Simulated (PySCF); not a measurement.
AlH₈NOSi.
Numbering: `[NH3+:1][AlH2-:2][O:3][SiH3:4]` (hydrogens: H5, H6, H7 on N1; H8, H9 on Al2; H10, H11, H12 on Si4)

Theory: EOM-IP-CCSD/aug-cc-pVDZ in PySCF, restricted Hartree–Fock reference, 12 core orbitals frozen, non-relativistic, gas phase, PBE0-D3(BJ)/def2-SVP geometry.

Hartree–Fock orbital energies give these Koopmans values (eV): HOMO 10.47, HOMO-1 11.48, HOMO-2 11.76, HOMO-3 12.44, HOMO-4 14.22, HOMO-5 14.27, HOMO-6 15.27, HOMO-7 16.80.

**Question.** What vertical ionisation energies does EOM-IP-CCSD give?

**Answer.** 
```csv
leading hole (HF orbital),Koopmans (eV),EOM-IP-CCSD (eV),change (eV),one-hole share
HOMO,10.47,9.73,-0.74,0.95
HOMO-1,11.48,10.35,-1.13,0.94
HOMO-2,11.76,10.90,-0.86,0.94
HOMO-3,12.44,11.74,-0.70,0.94
HOMO-4,14.22,12.82,-1.40,0.94
HOMO-5,14.27,12.83,-1.44,0.94
HOMO-6,15.27,13.75,-1.52,0.94
HOMO-7,16.80,15.49,-1.31,0.92
```

**Question.** Does the order of the lines follow the orbital energies?

**Answer.** Yes, no two lines change places. The corrections run from -1.52 to -0.70 eV, with a mean of -1.14 eV over the 8 lines; no line lies above its Koopmans value.

**Question.** At what kinetic energies would He II light (40.81 eV) eject these electrons?

**Answer.** 31.08 eV (HOMO), 30.46 eV (HOMO-1), 29.91 eV (HOMO-2), 29.07 eV (HOMO-3), 27.99 eV (HOMO-4), 27.98 eV (HOMO-5), 27.06 eV (HOMO-6), 25.32 eV (HOMO-7).

Lines less than 0.15 eV apart could change places at a higher level. One root was sought for each valence orbital with −ε under 21 eV, eight at most, so deeper holes and satellites are missing; no vibrational structure.

Time: 3.6 min of wall time. Hardware: one thread, x86-64 server, no GPU, on a shared host.

Shape of the structure used: `[NH3+:1][AlH2-:2][O:3][SiH3:4]`: N1–Al2–O3–Si4 -172°.

One conformer stands for the species.
